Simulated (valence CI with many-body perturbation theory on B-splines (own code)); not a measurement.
**V¹⁶⁺: electric-dipole lines**

Level of theory: relativistic CI+MBPT: five valence electrons over a frozen Dirac-Fock core [He], a basis of 9 s, 9 p, 8 d, 6 f, 3 g, 1 h functions for each j, with the one-electron correlation potential Σ1 (screened to all orders), the two-electron term Σ2, the three-electron term Σ3, Breit, model QED; selected single and double excitations, second order for the rest (own B-spline code, finite nucleus).

No measured spectrum was set against this ion. As an estimate, levels of excited configurations hold to 0.05 to 0.15 % of their energy, terms of the ground configuration to about 0.5 %. Among the levels kept, up to 1900 cm⁻¹ of a level comes from second order outside the variational space, and about a tenth of that is noise between levels of different J, which matters for small intervals.

Lines 1 to 50 of 272 in falling wavelength, among levels below 5996.8 × 10³ cm⁻¹, chosen from the strongest by gf and those to the six lowest levels. Wavelengths and rates use the calculated energies, so an error of 500 cm⁻¹ moves a line at 76.64 nm by 0.38 % and its rate by three times that or more. Electric multipoles are in the length gauge, E1 and E2 with the static RPA response of the core. Weak lines are less certain than strong ones. Lines between different terms over intervals too small for the method are left out, as are lines whose strength nearly cancels. Where a level lies close to another of its J and parity, the split of strength between their lines is uncertain. The highest levels of a list are the least certain.

Names give the largest LS component (configuration and term), which can be under half, so a name can repeat, a term be missing and a line seem to break the LS rules; names also repeat where a configuration has a term twice. Letters in brackets count levels of one name in rising energy.

| λ vac (nm) | Upper | Lower | A (s⁻¹) | S (a.u.) with core polarisation | S without |
| --- | --- | --- | --- | --- | --- |
| 76.64 | 2s²2p²3p ²D°_5/2 [a] | 2s²2p²3s ²D_5/2 | 1.31e+08 | 1.74e-01 | 1.74e-01 |
| 65.54 | 2s2p³3p ⁴P_5/2 | 2s2p³3s ⁴S°_3/2 | 6.50e+08 | 5.42e-01 | 5.42e-01 |
| 65.48 | 2s²2p²3p ⁴P°_5/2 | 2s²2p²3s ²P_3/2 | 1.46e+08 | 1.21e-01 | 1.21e-01 |
| 65.02 | 2s2p³3p ⁴P_3/2 | 2s2p³3s ⁴S°_3/2 | 7.79e+08 | 4.23e-01 | 4.23e-01 |
| 63.47 | 2s2p³3p ⁴P_1/2 | 2s2p³3s ⁴S°_3/2 | 8.08e+08 | 2.04e-01 | 2.04e-01 |
| 58.63 | 2s²2p²3p ⁴D°_1/2 | 2s²2p²3s ⁴P_1/2 | 1.11e+09 | 2.21e-01 | 2.21e-01 |
| 55.08 | 2s2p³3p ⁴P_5/2 | 2s²2p²3p ²P°_3/2 [b] | 2.41e+08 | 1.19e-01 | 1.19e-01 |
| 54.82 | 2s²2p²3p ²F°_5/2 | 2s²2p²3s ²D_3/2 | 1.52e+09 | 7.43e-01 | 7.43e-01 |
| 54.57 | 2s²2p²3p ⁴P°_5/2 | 2s²2p²3s ⁴P_5/2 | 1.16e+09 | 5.60e-01 | 5.60e-01 |
| 53.78 | 2s2p³3p ⁶P_3/2 | 2s2p³3s ⁶S°_5/2 | 1.90e+09 | 5.82e-01 | 5.83e-01 |
| 53.22 | 2s²2p²3d ²P_1/2 [a] | 2s²2p²3p ²P°_1/2 [a] | 7.24e+08 | 1.08e-01 | 1.08e-01 |
| 53.19 | 2s²2p²3d ²D_3/2 [b] | 2s²2p²3p ²P°_1/2 [b] | 3.31e+08 | 9.82e-02 | 9.82e-02 |
| 52.99 | 2s²2p²3d ²D_5/2 [c] | 2s²2p²3p ²P°_3/2 [b] | 6.56e+08 | 2.89e-01 | 2.89e-01 |
| 52.57 | 2s2p³3p ⁶P_5/2 | 2s2p³3s ⁶S°_5/2 | 2.00e+09 | 8.59e-01 | 8.60e-01 |
| 52.20 | 2s²2p²3p ⁴D°_7/2 | 2s²2p²3s ⁴P_5/2 | 1.87e+09 | 1.05e+00 | 1.05e+00 |
| 52.11 | 2s²2p²3p ²D°_3/2 [a] | 2s²2p²3s ²P_1/2 | 9.59e+08 | 2.68e-01 | 2.68e-01 |
| 51.91 | 2s²2p²3p ⁴D°_5/2 | 2s²2p²3s ⁴P_3/2 | 1.73e+09 | 7.18e-01 | 7.18e-01 |
| 51.79 | 2s²2p²3p ⁴P°_3/2 | 2s²2p²3s ⁴P_3/2 | 9.12e+08 | 2.50e-01 | 2.50e-01 |
| 51.07 | 2s²2p²3d ²P_3/2 [b] | 2s²2p²3p ²P°_3/2 [b] | 8.45e+08 | 2.22e-01 | 2.22e-01 |
| 50.90 | 2s²2p²3p ⁴D°_3/2 | 2s²2p²3s ⁴P_1/2 | 1.59e+09 | 4.13e-01 | 4.13e-01 |
| 50.59 | 2s²2p²3d ²S_1/2 | 2s²2p²3p ²P°_3/2 [b] | 7.39e+08 | 9.45e-02 | 9.45e-02 |
| 50.48 | 2s²2p²3p ²F°_7/2 | 2s²2p²3s ²D_5/2 | 2.15e+09 | 1.09e+00 | 1.09e+00 |
| 50.12 | 2s2p³3p ⁶P_7/2 | 2s2p³3s ⁶S°_5/2 | 2.36e+09 | 1.17e+00 | 1.17e+00 |
| 50.12 | 2s²2p²3d ⁴P_5/2 | 2s²2p²3p ²D°_5/2 [a] | 2.96e+08 | 1.10e-01 | 1.10e-01 |
| 49.46 | 2s²2p²3p ²D°_5/2 [a] | 2s²2p²3s ²P_3/2 | 1.31e+09 | 4.71e-01 | 4.71e-01 |
| 49.44 | 2s²2p²3p ⁴P°_1/2 | 2s²2p²3s ⁴P_3/2 | 1.21e+09 | 1.44e-01 | 1.44e-01 |
| 48.85 | 2s²2p²3d ²D_5/2 [b] | 2s²2p²3p ²D°_5/2 [b] | 7.07e+08 | 2.44e-01 | 2.44e-01 |
| 48.75 | 2s²2p²3p ²P°_3/2 [a] | 2s²2p²3s ²P_3/2 | 1.25e+09 | 2.85e-01 | 2.85e-01 |
| 48.56 | 2s²2p²3p ²P°_1/2 [c] | 2s²2p²3s ²S_1/2 | 2.36e+09 | 2.67e-01 | 2.67e-01 |
| 47.74 | 2s²2p²3d ⁴F_9/2 | 2s²2p²3p ⁴D°_7/2 | 2.16e+09 | 1.16e+00 | 1.16e+00 |
| 47.54 | 2s²2p²3d ²D_3/2 [b] | 2s²2p²3p ²D°_3/2 [b] | 9.18e+08 | 1.95e-01 | 1.95e-01 |
| 47.47 | 2s²2p²3d ²P_1/2 [b] | 2s²2p²3p ²P°_1/2 [b] | 1.23e+09 | 1.30e-01 | 1.30e-01 |
| 47.23 | 2s²2p²3p ²P°_3/2 [c] | 2s²2p²3s ²S_1/2 | 2.38e+09 | 4.95e-01 | 4.95e-01 |
| 47.20 | 2s²2p²3p ²D°_3/2 [b] | 2s²2p²3s ²D_3/2 | 8.47e+08 | 1.76e-01 | 1.76e-01 |
| 47.06 | 2s²2p²3d ⁴D_1/2 | 2s²2p²3p ⁴P°_1/2 | 8.49e+08 | 8.73e-02 | 8.73e-02 |
| 46.97 | 2s²2p²3d ⁴F_7/2 | 2s²2p²3p ⁴D°_5/2 | 2.21e+09 | 9.04e-01 | 9.04e-01 |
| 46.87 | 2s²2p²3d ⁴D_7/2 | 2s²2p²3p ⁴D°_7/2 | 6.65e+08 | 2.70e-01 | 2.70e-01 |
| 46.80 | 2s²2p²3d ²D_5/2 [b] | 2s²2p²3p ²D°_3/2 [b] | 7.46e+08 | 2.26e-01 | 2.26e-01 |
| 46.68 | 2s²2p²3d ⁴P_5/2 | 2s²2p²3p ⁴S°_3/2 | 6.75e+08 | 2.03e-01 | 2.03e-01 |
| 46.41 | 2s²2p²3d ²P_3/2 [a] | 2s²2p²3p ⁴P°_3/2 | 5.36e+08 | 1.06e-01 | 1.06e-01 |
| 46.40 | 2s²2p²3d ²G_9/2 | 2s²2p²3p ²F°_7/2 | 2.48e+09 | 1.22e+00 | 1.22e+00 |
| 46.31 | 2s²2p²3p ²P°_1/2 [a] | 2s²2p²3s ²P_3/2 | 9.75e+08 | 9.56e-02 | 9.56e-02 |
| 46.16 | 2s²2p²3d ²F_5/2 [b] | 2s²2p²3p ²D°_3/2 [a] | 1.95e+09 | 5.69e-01 | 5.69e-01 |
| 46.12 | 2s²2p²3p ²D°_3/2 [b] | 2s²2p²3s ²D_5/2 | 1.29e+09 | 2.49e-01 | 2.49e-01 |
| 46.08 | 2s²2p²3d ²G_7/2 | 2s²2p²3p ²F°_5/2 | 2.29e+09 | 8.83e-01 | 8.83e-01 |
| 45.94 | 2s²2p²3d ⁴F_5/2 | 2s²2p²3p ⁴D°_3/2 | 2.27e+09 | 6.52e-01 | 6.52e-01 |
| 45.88 | 2s²2p²3p ⁴S°_3/2 | 2s²2p²3s ⁴P_5/2 | 1.96e+09 | 3.74e-01 | 3.75e-01 |
| 45.85 | 2s²2p²3d ²F_7/2 [b] | 2s²2p²3p ²D°_5/2 [b] | 1.82e+09 | 6.91e-01 | 6.91e-01 |
| 45.76 | 2s²2p²3d ²F_7/2 [a] | 2s²2p²3p ²D°_5/2 [a] | 2.07e+09 | 7.81e-01 | 7.81e-01 |
| 45.50 | 2s²2p²3p ²D°_3/2 [a] | 2s²2p²3s ⁴P_3/2 | 4.47e+08 | 8.31e-02 | 8.32e-02 |
